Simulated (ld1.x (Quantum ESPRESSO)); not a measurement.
Results of a calculation; reference values are marked as such.
# Potentials for Si compared

Generated with ld1.x 7.5 (TM, RRKJ, ultrasoft, PAW), atompaw 4.2 or ONCVPSP 4.0.1. The cutoff is in Ry: for ld1.x and atompaw files where the sum of valence levels is converged to 10 mRy in a Bessel basis, for ONCV files where the hardest occupied wave has 1 mHa per electron of residual kinetic energy. The error is the largest all-electron minus pseudo excitation energy over each file’s own four to seven test configurations (ionisations up to +4, promotions, holes and added fractions of an electron), all of which were solved. The labels leave out finer settings (local radius, basis sizes, second energies), which also bear on the numbers. Spin-polarised tests are not counted. The rows are a selection from randomly drawn settings: files with unsolved tests, undetermined cutoffs or missed reference levels are left out.

```csv
potential,cutoff (Ry),largest error (meV),bound ghosts
"TM semilocal, PBEsol, scalar-relativistic, rc 1.20/1.35/1.30 (spd), local s, core correction yes, reference 3s2 3p0",50,+35,none
"PAW, LDA (PZ), non-relativistic, rc 1.70/2.20/2.25 (spd), local smoothed, core correction yes, reference 3s2 3p1.5",10,-68,none
"TM, PBE, scalar-relativistic, rc 1.85/1.95 (sp), local s, core correction yes, reference 3s2 3p1",15,+43,none
"ultrasoft, PBEsol, non-relativistic, rc 1.90/2.25/2.40 (spd), local smoothed, core correction yes, reference 3s2 3p2",8,-7.5,none
"TM, PBEsol, non-relativistic, rc 1.40/2.05/2.25 (spd), local d, core correction no, reference 3s2 3p2",30,+104,none
"TM, LDA (PZ), scalar-relativistic, rc 1.65/1.45 (sp), local smoothed, core correction yes, reference 3s2 3p2",40,+143,none
```

**Question.** Fill in the row for Si: TM, PBE, non-relativistic, rc 1.75/1.90 (sp), local p, core correction no, reference 3s1 3p3.

**Answer.** cutoff 12 Ry, largest error +47 meV, bound ghosts: none.

**Question.** Fill in the row for Si: TM, PBE, non-relativistic, rc 1.85/1.35/1.65 (spd), local smoothed, core correction yes, reference 3s1.5 3p2.5.

**Answer.** cutoff 50 Ry, largest error +125 meV, bound ghosts: none.
